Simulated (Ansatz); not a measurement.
The cluster Ge3Cl. The state is a doublet with charge 0. Geometry r2SCAN-D4/def2-SVP.

```xyz
4

Ge   -0.7034    1.1436    0.0735
Ge    1.3743    0.9446   -1.1244
Ge    0.8186   -1.0639    0.0790
Cl   -1.4895   -1.0244    0.9719
```

The structure comes from a short search, and lower isomers may exist.

(1) Estimate the α-spin orbital energies around the gap (eV) in Ansatz with PBE-D4/def2-SVP, PBE-D4/def2-TZVP, PBE-D4/def2-TZVPD, PBE0-D4/def2-TZVP, PBE0-D4/def2-TZVPD.

Answers

(1) 
```tsv
orbital	PBE-D4/def2-SVP	PBE-D4/def2-TZVP	PBE-D4/def2-TZVPD	PBE0-D4/def2-TZVP	PBE0-D4/def2-TZVPD
HOMO−5	-8.63	-8.64	-8.69	-10.00	-10.03
HOMO−4	-8.29	-8.37	-8.41	-9.79	-9.82
HOMO−3	-7.98	-7.99	-8.04	-9.07	-9.10
HOMO−2	-5.99	-5.95	-6.00	-6.91	-6.94
HOMO−1	-5.59	-5.60	-5.65	-6.42	-6.45
HOMO	-4.92	-4.95	-4.99	-5.90	-5.93
LUMO	-3.29	-3.29	-3.35	-2.66	-2.70
LUMO+1	-2.90	-2.93	-3.00	-2.27	-2.32
LUMO+2	-2.24	-2.28	-2.34	-1.58	-1.65
LUMO+3	-0.99	-1.14	-1.34	-0.41	-0.67
LUMO+4	0.11	0.02	-0.38	0.74	0.23
LUMO+5	0.28	0.03	-0.14	0.75	0.57
β HOMO	-5.46	-5.48	-5.52	-6.29	-6.31
β LUMO	-4.27	-4.27	-4.32	-3.61	-3.64
```
